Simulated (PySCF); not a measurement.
**Orbital picture of TlP**

TPSS at R = 2.743 Å; basis Tl def2-SVP with ECP60, P def2-SVP; scalar-relativistic core potentials; PySCF 2.14. State: ³Σ⁻ (triplet), unpaired electrons π ↑↑. Only the outer orbitals are listed, counted within each symmetry, core potentials removing the inner ones.

```csv
spin,orbital,occ.,ε (eV),on Tl (%),main shells (%)
α,7σ,1,-13.61,14,85 P s
α,8σ,1,-9.52,86,86 Tl s
α,4π,1,-5.46,8,92 P p
α,4π,1,-5.46,8,92 P p
α,9σ,1,-4.67,32,"67 P p, 25 Tl p"
α,5π,0,-2.11,93,92 Tl p
α,5π,0,-2.11,93,92 Tl p
α,10σ,0,-0.09,84,"82 Tl p, 19 P p"
β,7σ,1,-11.99,24,"75 P s, 19 Tl s"
β,8σ,1,-9.17,76,"75 Tl s, 19 P s"
β,9σ,1,-4.25,36,"63 P p, 31 Tl p"
β,4π,0,-3.45,36,"63 P p, 36 Tl p"
β,4π,0,-3.45,36,"63 P p, 36 Tl p"
β,5π,0,-1.60,65,"64 Tl p, 35 P p"
```

**Question.** Which are the highest filled and the lowest empty level, where do they sit, and how wide is the gap?

**Answer.** Highest filled β 9σ at -4.25 eV (in %: 63 P p, 31 Tl p); lowest empty β 4π at -3.45 eV (in %: 63 P p, 36 Tl p); the gap at TPSS is 0.80 eV.

```
bond order (Mayer)                              : 1.10
⟨S²⟩                                            : 2.007
charge on Tl (Mulliken, basis-dependent)        : 0.25
charge on Tl (Löwdin, basis-dependent)          : 0.09
dipole moment (positive dipole means Tl(−)P(+)) : -2.64 D
```

Spin–orbit coupling is left out, which matters for elements this heavy, above all for dissociation energies. The state is the lowest determinant that a PBE0 search found; another state may lie lower at other levels.
